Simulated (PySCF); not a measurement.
C4H8OS, SMILES CC(=O)[C@H](C)S.

The structure is a stationary point at B3LYP-D3(BJ)/def2-SVP. One conformer was computed; it need not be the lowest.

Calculation: TDA-PBE/def2-SVPD (PySCF).

Vertical excitations. Isolated molecule, no solvent.

Computed lowest excited states:
```json
[
 {"state": "S1", "energy (eV)": "3.82", "λ (nm)": "325", "f": "0.015", "main pairs": "HOMO→LUMO 99 %"},
 {"state": "S2", "energy (eV)": "4.47", "λ (nm)": "278", "f": "0.008", "main pairs": "HOMO−1→LUMO 99 %"},
 {"state": "S3", "energy (eV)": "4.93", "λ (nm)": "252", "f": "0.006", "main pairs": "HOMO→LUMO+1 99 %"},
 {"state": "S4", "energy (eV)": "5.53", "λ (nm)": "224", "f": "0.006", "main pairs": "HOMO→LUMO+2 98 %"},
 {"state": "S5", "energy (eV)": "5.71", "λ (nm)": "217", "f": "0.020", "main pairs": "HOMO−1→LUMO+1 83 %, HOMO→LUMO+3 16 %"},
 {"state": "S6", "energy (eV)": "5.81", "λ (nm)": "213", "f": "0.013", "main pairs": "HOMO→LUMO+3 83 %, HOMO−1→LUMO+1 16 %"},
 {"state": "S7", "energy (eV)": "6.18", "λ (nm)": "201", "f": "0.023", "main pairs": "HOMO→LUMO+4 96 %"},
 {"state": "S8", "energy (eV)": "6.32", "λ (nm)": "196", "f": "0.020", "main pairs": "HOMO−1→LUMO+2 78 %, HOMO−2→LUMO 16 %"},
 {"state": "S9", "energy (eV)": "6.49", "λ (nm)": "191", "f": "0.019", "main pairs": "HOMO→LUMO+5 97 %"},
 {"state": "S10", "energy (eV)": "6.57", "λ (nm)": "189", "f": "0.011", "main pairs": "HOMO−1→LUMO+3 77 %, HOMO−2→LUMO 12 %"},
 {"state": "T1", "energy (eV)": "3.28", "λ (nm)": "378", "f": "0", "main pairs": "HOMO→LUMO 99 %"},
 {"state": "T2", "energy (eV)": "4.13", "λ (nm)": "300", "f": "0", "main pairs": "HOMO−1→LUMO 98 %"},
 {"state": "T3", "energy (eV)": "4.76", "λ (nm)": "260", "f": "0", "main pairs": "HOMO→LUMO+1 97 %"},
 {"state": "T4", "energy (eV)": "5.30", "λ (nm)": "234", "f": "0", "main pairs": "HOMO→LUMO+2 97 %"}
]
```
Triplets are in the Tamm–Dancoff approximation.
